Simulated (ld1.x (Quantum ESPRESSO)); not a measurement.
# Ce, ultrasoft: configuration errors across variants

ld1.x (Quantum ESPRESSO) 7.5 input, shortened:

```
&input
   title='Ce', zed=58., rel=1, dft='WC', iswitch=3,
   config='[Xe] 4f1 5d0 6s0 6p0'
 /
 &inputp
   pseudotype=3, tm=.true., lloc=-1, rcloc=1.80,
   nlcc=.true., rcore=1.65,
   which_augfun='PSQ', rmatch_augfun_nc=.true.
 /
6
5S  1  0   2.00   0.00  1.95  2.10  0.0
6S  2  0   0.00   0.00  1.95  2.10  0.0
5P  2  1   6.00   0.00  2.70  2.85  0.0
6P  3  1   0.00   0.00  2.70  2.85  0.0
5D  3  2   0.00   0.00  2.75  3.25  0.0
5D  3  2   0.00   0.70  2.75  3.25  0.0
 &test
   configts(1)='5s2 5p6 5d0 6s0 6p0'
 /
```

All-electron excitation energies from the reference (eV): (1) 5s2 5p6 5d1 6s2 6p0 -36.212; (2) 5s2 5p6 5d1 6s1 6p0 -30.112; (3) 5s2 5p6 5d1 6s0 6p0 -19.135; (4) 5s2 5p6 5d2 6s0 6p0 -29.997; (5) 5s2 5p6 5d1.5 6s1.5 6p0 -35.804; (6) 5s2 5p6 5d1 6s1.5 6p0 -33.752; (7) 5s2 5p6 5d0 6s2 6p0 -29.787.

The overlap operator is not positive definite (basis up to 400 Ry) in “base”, “wave 5d channel at 0.7 Ry: rcut 2.75, rcutus 3.25 bohr becomes 5d channel at 0.96 Ry: rcut 2.75, rcutus 3.25 bohr”, “waves 5s (bound): rcut 1.56, rcutus 1.66 bohr; 6s (bound): rcut 1.56, rcutus 1.66 bohr”, “waves 5d (bound): rcut 2.66, rcutus 2.82 bohr; 5d channel at 0.7 Ry: rcut 2.66, rcutus 2.82 bohr”. Such files are unfit for use, however small their errors in these radial tests.

4 further variants failed, have other tests or too few solved ones, and are left out.

Errors AE − PS in meV (a dash: test not solved or not reliable):

| change | (1) | (2) | (3) | (4) | (5) | (6) | (7) | bound ghosts |
| --- | --- | --- | --- | --- | --- | --- | --- | --- |
| base | -13 | -3.8 | +8.4 | +22 | -2.8 | -9.3 | -20 | not determined (overlap not positive) |
| wave 5d channel at 0.7 Ry: rcut 2.75, rcutus 3.25 bohr becomes 5d channel at 0.96 Ry: rcut 2.75, rcutus 3.25 bohr | -13 | -3.5 | +8.6 | +23 | -2.0 | -8.8 | -20 | not determined (overlap not positive) |
| waves 5s (bound): rcut 1.56, rcutus 1.66 bohr; 6s (bound): rcut 1.56, rcutus 1.66 bohr | -13 | -4.4 | +6.8 | +18 | -5.0 | -9.0 | -9.8 | not determined (overlap not positive) |
| waves 5d (bound): rcut 2.66, rcutus 2.82 bohr; 5d channel at 0.7 Ry: rcut 2.66, rcutus 2.82 bohr | -111 | -104 | -81 | -236 | -162 | -109 | -20 | not determined (overlap not positive) |
| waves 5p (bound): rcut 2.70, rcutus 3.40 bohr; 6p (bound): rcut 2.70, rcutus 3.40 bohr | -11 | -10 | -8.6 | -40 | -20 | -11 | -4.5 | none |

Question: Give the same row for: local potential all-electron potential smoothed inside 3.48 bohr (lloc = -1).

Answer: -50, -26, -1.0, -20, -48, -39, -34; bound ghosts: none.
